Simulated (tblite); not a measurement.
MoO₄ (charge -2 and singlet state).
Atom-mapped SMILES: `[O:1]=[Mo:2](=[O:3])([O-:4])[O-:5]`
Bond orders are those of one Lewis drawing.
The ion is multiply charged and has no counter-ions or solvent; whether it holds all its electrons wasn't checked.

Computed with GFN2-xTB (tblite), gas phase: L-BFGS steps from a force-field or distance-geometry start until the largest atomic force falls under 0.01 eV/Å.

Step 1: E = -507.8421 eV
```
atom  x, y, z in Å  |  force x, y, z in eV/Å
O1      0.0491   -1.0280    1.4729   -0.060   0.967  -1.384
Mo2    -0.0027   -0.0225   -0.0094    0.091   1.064   0.082
O3     -0.1420   -1.0752   -1.4548    0.165   1.063   1.355
O4      1.6952    1.0001   -0.1050   -2.809  -1.458   0.106
O5     -1.5910    1.1284    0.0792    2.614  -1.635  -0.159
```

Step 2: E = -508.9562 eV
```
atom  x, y, z in Å  |  force x, y, z in eV/Å
O1      0.0453   -0.9668    1.3851    0.009   0.107   0.136
Mo2     0.0030    0.0446   -0.0041    0.141  -0.323  -0.152
O3     -0.1316   -1.0079   -1.3689    0.051   0.260   0.036
O4      1.5179    0.9079   -0.0983   -0.796  -0.067   0.010
O5     -1.4260    1.0251    0.0691    0.595   0.024  -0.031
```

Step 3: E = -508.9666 eV
```
atom  x, y, z in Å  |  force x, y, z in eV/Å
O1      0.0449   -0.9567    1.3753    0.024  -0.099   0.404
Mo2     0.0061    0.0482   -0.0058   -0.041  -0.837  -0.022
O3     -0.1293   -0.9944   -1.3565    0.018  -0.039  -0.340
O4      1.4806    0.8943   -0.0973    0.140   0.454  -0.047
O5     -1.3937    1.0114    0.0672   -0.140   0.521   0.005
```

Task: Estimate the geometry and energy of step 4. (The exact step hangs on the optimiser's Hessian estimate; all steps are aligned on step 3, rigid shifts and turns removed.)

Result: E = -508.9839 eV, largest force 0.320 eV/Å
```
atom  x, y, z in Å  |  force x, y, z in eV/Å
O1      0.0453   -0.9604    1.3836    0.018  -0.054   0.285
Mo2     0.0058    0.0368   -0.0066   -0.043  -0.311   0.035
O3     -0.1296   -0.9976   -1.3637    0.020  -0.033  -0.279
O4      1.4891    0.9028   -0.0980   -0.239   0.191  -0.024
O5     -1.4020    1.0212    0.0676    0.244   0.207  -0.017
```

The energy changes by -0.0173 eV. The first-order estimate −F·Δx gives -0.0272 eV and the mean of the old and new forces, exact on a quadratic surface, -0.0175 eV. The step makes an angle of 24° with the force vector and moves no atom by more than 0.013 Å.

The cost below is that of the whole relaxation. The run took under 0.1 s wall on an Intel Xeon 6975P-C with one thread (shared host).
